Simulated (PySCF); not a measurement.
A geometry optimisation on `[F][SnH2][CH2][SiH3]`.

Method: PBE0-D3(BJ)/def2-SVP geometry optimisation, gas phase, def2 core potentials past Kr (PySCF 2.14.0). Start geometry: GFN2-xTB. The input is one job of a driver script: a line of settings, then coordinates in Å.

Input:
```
{"job": {"xc": "PBE0", "basis": "def2-SVP", "d3": "d3bj", "grid": 1, "maxiter": 30, "shake": 0.01, "kind": "geom"}, "charge": 0, "multiplicity": 1}
F      1.920790     1.757350    -0.147420
Sn     1.705390    -0.151330     0.101950
C     -0.298020    -0.563770    -0.650630
Si    -1.637930     0.310840     0.322790
H      3.052290    -0.722840    -0.789770
H      2.030010    -0.264770     1.763790
H     -0.262840    -0.241310    -1.681460
H     -0.395590    -1.634900    -0.636880
H     -1.634480    -0.163600     1.730000
H     -2.927100    -0.103470    -0.301760
H     -1.514410     1.751970     0.273730
```

Task: Estimate the output.

Result: 
```
step   0  E = -645.48452890  max force = 0.020953
step   1  E = -645.48858720  max force = 0.009945
step   2  E = -645.48957405  max force = 0.004711
step   3  E = -645.48967922  max force = 0.000522
step   4  E = -645.48968812  max force = 0.000356
optimisation converged
```

Energies in Eh; «max force» is the largest Cartesian gradient component in Eh/bohr.

Task: Give the first gradient maximum in eV/Å.

Result: With 1 Eh/bohr = 51.422 eV/Å, 1.077 eV/Å.

Summary of the converged run: final energy -645.48969 Eh after 4 steps; dipole 3.06 D.

Task: Estimate the wall time. Hardware: an Arm Neoverse V2 with one thread, shared host with 96 logical CPUs at a one-minute load of 40. And the peak memory of the process?

Result: About 23 s, with 0.45 GiB resident at the peak, the Python interpreter and its libraries included.
Labels such as C1 count atoms from 1, the log's own numbers from 0.
